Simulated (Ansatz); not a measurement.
Worked example: vertical ionisation energy of CHBr2Cl (chlorodibromomethane)

The species is CHBr2Cl (5 atoms), meant as a singlet with charge 0. As SMILES, `ClC(Br)Br`. The shape is that of a PBE0-D4/def2-TZVP optimisation.

Both states at this one shape; open shells run unrestricted unless said. 1 Eh = 27.2114 eV.

| level | program | singlet CHBr2Cl (Eh) | doublet CHBr2Cl+ (Eh) | HOMO of the first (eV) |
| --- | --- | --- | --- | --- |
| PBE/def2-SVP | Ansatz | -5645.394641 | -5645.033667 | -6.73 |
| CAM-B3LYP/def2-SVP | Ansatz | -5646.636428 | -5646.249089 | -9.37 |
| wB97X/def2-SVP | Ansatz | -5646.447479 | -5646.053658 | -10.48 |
| B2PLYP/def2-SVP, 24 core orbitals frozen | Ansatz | -5645.411105 | -5645.031216 | -9.18 |

**Question.** Work out the vertical ionisation energy at each level.

**Answer.** 
1. PBE/def2-SVP: -5645.033667 − (-5645.394641) = 0.360974 Eh = 9.82 eV; −ε(HOMO) = 6.73 eV.
2. CAM-B3LYP/def2-SVP: -5646.249089 − (-5646.636428) = 0.387339 Eh = 10.54 eV; −ε(HOMO) = 9.37 eV.
3. wB97X/def2-SVP: -5646.053658 − (-5646.447479) = 0.393821 Eh = 10.72 eV; −ε(HOMO) = 10.48 eV.
4. B2PLYP/def2-SVP: -5645.031216 − (-5645.411105) = 0.379889 Eh = 10.34 eV; −ε(HOMO) = 9.18 eV.

No measured value is set beside it here; the levels span 9.82 to 10.72 eV. In semi-local functionals −ε(HOMO) lies far under the ionisation energy, a result of self-interaction. Spin-orbit coupling is left out. All-electron rows are non-relativistic unless named.
